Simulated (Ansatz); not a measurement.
`NC1N[SiH2]1` + H₂ → `C1N[SiH2]1` + NH₃ at 500 K and 1 bar (hydrogenolysis of a C–N bond).

Gas-phase electronic energies from Ansatz, PBE0-D4/def2-TZVP geometries. CCSD(T)/CBS adds triple-zeta CCSD(T) − MP2 to the extrapolated MP2 energy (def2 sets, frozen cores). This one scheme is used for every species. Each species was taken in one conformer, which may not be the lowest.

```
      species  CCSD(T)/CBS energy (Eh)  H − E (kJ/mol)  S (J/(mol·K))
`NC1N[SiH2]1`               -440.09932           238.5          353.0
           H₂                 -1.17544            41.0          145.5
 `C1N[SiH2]1`               -384.79623           184.4          311.5
          NH₃                -56.50880           108.2          211.8
```

H − E and S are ideal-gas, rigid-rotor, harmonic terms from PBE0-D4/def2-TZVP, for one conformer and one mirror image of each species. The MP2-based limit puts H₂ 0.8 mEh under its directly extrapolated value; such offsets cancel only in part. 1 Eh = 2625.50 kJ/mol, R = 8.31446 J/(mol·K).

Q: By hand: ΔE, ΔH, ΔS and ΔG.

A: ΔE = (-384.79623) + (-56.50880) − (-440.09932) − (-1.17544) = -0.03027 Eh = -79.5 kJ/mol. Δ(H − E) = 184.4 + 108.2 − 238.5 − 41.0 = 13.1, so ΔH = -66.4 kJ/mol. ΔS = 311.5 + 211.8 − 353.0 − 145.5 = 24.8 J/(mol·K). ΔG = -66.4 − 500 × (24.8)/1000 = -78.8 kJ/mol.

Q: By hand: the equilibrium constant, and the temperature at which ΔG would vanish if ΔH and ΔS stayed fixed.

A: log₁₀ K = −ΔG/(RT ln 10) = 8.2. ΔH and −TΔS have one sign here, so there is no such temperature.

ΔH outweighs TΔS. A doubt of 5 kJ/mol in ΔE shifts log₁₀ K by 0.5 here. Other conformers and mirror images would add mixing entropy, several J/(mol·K) or more a flexible species. These are equilibria of isolated gas molecules and say nothing of rates. Largest T1 diagnostic: 0.012 (customary marks: 0.02 for closed shells, 0.045 for open ones).
